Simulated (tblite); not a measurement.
Species: C4H4N3OSi (doublet state).
Structure used (GFN2-xTB), in Å, numbered top down from 1:
```xyz
13
C4H4N3OSi angstrom
N      4.2754    1.6912   -0.2971
C      3.3530    1.0137   -0.2872
C      2.1832    0.2318   -0.2757
C      0.8452    0.6630   -0.2412
C      0.0738   -0.4659   -0.2436
Si    -1.7835   -0.7811   -0.2149
N     -2.4176    0.7894    0.0475
O      0.9064   -1.5161   -0.2822
N      2.1929   -1.0851   -0.3002
H     -2.1091   -1.4561   -1.4787
H     -2.1273   -1.6046    0.9402
H     -3.4109    0.9251    0.1302
H     -1.9860    1.5951   -0.3761
```

All values are computed: GFN2-xTB (tblite) harmonic vibrations without scaling, gas phase. Against measured fundamentals such values can be off by several per cent, at times by over 20. Modes of hydrogen on silicon can be 10 to 20 % off. One conformer, not necessarily the lowest. Open shells enter through the occupations alone, without spin polarisation, and single modes of such species can be off by tens of per cent.

Harmonic wavenumbers (cm⁻¹): 25.2, 78.9, 97.3, 157.4, 184.0, 213.7, 257.7, 397.3, 460.3, 471.6, 518.7, 530.1, 547.9, 613.1, 624.0, 650.5, 699.4, 790.7, 818.1, 920.2, 935.3, 997.9, 1032.2, 1143.8, 1311.6, 1450.5, 1500.7, 1507.2, 2206.7, 2295.3, 2388.9, 3476.9, 3519.5.

A = 4007, B = 717.5, C = 613.5 MHz; mass 138.012 u (most abundant isotopes); point group C1, symmetry number 1; spin multiplicity 2.

Zero-point energy?

Half the sum of the wavenumbers: 16411 cm⁻¹ = 196.32 kJ/mol.

What is S at 500 K and 1 bar for an ideal gas of classical rigid rotors and harmonic oscillators?

Translation 181.05, rotation 130.25, vibration 194.71, spin (R ln 2) 5.76: S = 511.8 J/(mol K).

And Cp and H(500 K) − H(0)?

Cp = 201.32 J/(mol K), of which vibrations give 168.06 (their classical limit is 33 R = 274.4); H(500 K) − H(0) = 64.26 kJ/mol without the zero-point energy, 47.63 from vibrations.

Which modes carry the vibrational entropy at 500 K?

25.2 cm⁻¹: 30.13; 78.9 cm⁻¹: 20.66; 97.3 cm⁻¹: 18.93; 157.4 cm⁻¹: 14.97; 184.0 cm⁻¹: 13.70; 213.7 cm⁻¹: 12.49 J/(mol K); the other 27 give 83.83 together.

Blend soft modes into free rotors: weight 1/[1 + (100 cm⁻¹/ν̃)⁴] for the oscillator and the rest for a rotor with moment μB/(μ + B), μ = h/(8π²ν), B = 10⁻⁴⁴ kg m². What vibrational entropy results?

177.30 J/(mol K) in place of 194.71, which changes −T·S at 500 K by +8.70 kJ/mol.

How do the functions run with temperature in this model?

```tsv
T (K)	S (J/(mol K))	Cp (J/(mol K))	H − H(0) (kJ/mol)	G − H(0) (kJ/mol)	ln q(vib)
50	257.7	55.2	2.17	-10.72	0.85
100	302.7	76.1	5.47	-24.79	2.12
298.15	420.6	151.3	28.21	-97.18	7.13
373.15	456.9	173.2	40.41	-130.10	8.97
750	600.7	236.3	119.38	-331.14	17.35
1000	671.7	257.0	181.25	-490.50	22.09
```

q(vib) and H(0) count from the zero-point level.

Hindered rotation and anharmonicity are outside this model. Other conformers, if any are populated, would add a mixing term that is left out. The structure is chiral; the term R ln 2 for an equal mix with its mirror image is left out.

Time: 0.36 s. Hardware: Arm Neoverse V2, one thread, shared host with 96 logical CPUs at a one-minute load of 45. This covers the Hessian and the dipole derivatives.
